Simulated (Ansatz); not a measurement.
Harmonic frequencies (cm⁻¹) at PBE0-D4/def2-TZVP from Ansatz: 73, 127, 151, 175, 183, 185, 195, 231, 629, 647, 665, 676, 862, 878, 888, 3874, 3876, 3884.

Each molecule was computed in one conformer, which needn't be the lowest.

Q: Which molecule is it?
A. `[OH][Sn]([OH])([OH])[F]`
B. `[CH3][Sn]([F])([F])[F]`
C. `[F][SnH]([F])[SiH3]`
D. `[NH2][Sn]([NH2])([F])[F]`

A: A.
